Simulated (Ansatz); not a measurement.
System: Ge$_{2}$, charge 0, triplet. Ge2 (SMILES [Ge]=[Ge], triplet).
B3LYP-D3(BJ)/def2-TZVP minimum from Ansatz (an electronic-structure program):
```xyz
2

Ge     0.0000     0.0000    -1.2033
Ge     0.0000     0.0000     1.2033
```
Charge 0, spin multiplicity 3.

Total energies in hartree (Ansatz). UHF or UKS for unpaired electrons; spin-orbit terms are left out. Correlated methods leave the cores frozen (noble-gas shells, and filled d and f shells in the p block). No relativity.

```csv
species,HF/cc-pVTZ,CCSD(T)/cc-pVTZ,HF/cc-pVQZ,CCSD(T)/cc-pVQZ,CCSDT(Q)/cc-pVQZ
"1: Ge2 (SMILES [Ge]=[Ge], triplet)",-4150.77079,-4150.95278,-4150.77625,-4150.96664,-4150.96888
2: Ge (triplet),-2075.36107,-2075.42794,-2075.36359,-2075.43284,-2075.43338
```

Problem. Work out the atomisation energy (electronic, to ground-state atoms) in kcal/mol: take Hartree-Fock from cc-pVQZ, extrapolate the CCSD(T) correlation energy as X^-3 (X = 3, 4), and add CCSDT(Q) - CCSD(T) in cc-pVQZ. 1 hartree = 627.51 kcal/mol.

Solution. 
Species 1: correlation (64·(-0.19039) - 27·(-0.18199))/37 = -0.19652; step -0.00224; E1 = -4150.77625 + (-0.19652) + (-0.00224) = -4150.97501
Species 2: correlation (64·(-0.06925) - 27·(-0.06687))/37 = -0.07099; step -0.00054; E2 = -2075.36359 + (-0.07099) + (-0.00054) = -2075.43512
-1·E1 +2·E2 = 0.10477 hartree = 65.7 kcal/mol.
